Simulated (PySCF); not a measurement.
# Unknown compound

The spectra below were simulated for a compound C6H9OP.

1H NMR (600 MHz, computed): δ 6.84 (m, 3H), 6.47 (m, 3H), 6.33 (m, 3H).

13C{1H} NMR (computed): δ 141.5 (CH2, 3C), 140.4 (CH, 3C).

[PySCF 2.14.0 with density-fitted response routines: B97-2/pcSseg-2 with gauge-including orbitals; PBE0-D3(BJ)/def2-TZVP structure; no relativistic terms; no solvent model; a single conformation; one averaged value for each set of equivalent atoms]

Shifts are taken against calculated references (same method and geometry level): 1H and 13C against TMS.

Propose a structure and justify it.

Results:


2 carbon signals for 6 carbons: some carbons are equivalent by symmetry or fast rotation. Carbon types of the structure: 3 × CH, 3 × CH2, which accounts for all hydrogens. δC 141.5: terminal =CH2 carbon; the olefinic region. δC 140.4: alkene CH; an sp2 carbon of a C=C bond. δH 6.84, 6.33: hydrogen on a terminal =CH2 carbon; olefinic region. δH 6.47: hydrogen on an alkene CH; olefinic region.

Structure: `C=CP(=O)(C=C)C=C`.

The data come from this structure; uniqueness wasn't tested.

Splittings by 31P in the carbon and heteronuclear signals aren't shown, as no couplings were computed. Shifts are as computed. Against solution values, carbons near 30 ppm lie about +3 ppm off and those near 130 ppm about +7 ppm. Of 1211 compounds with measured shifts, 218 miss one by over three times the rms of a fit or turn the order of signals round; such compounds aren't used in these exercises. No couplings were computed; multiplicities are counted from neighbouring protons, with m where these are inequivalent, close in shift, in a saturated or five-membered ring or joined by F or P, and br s for small geminal =CH2 splittings.
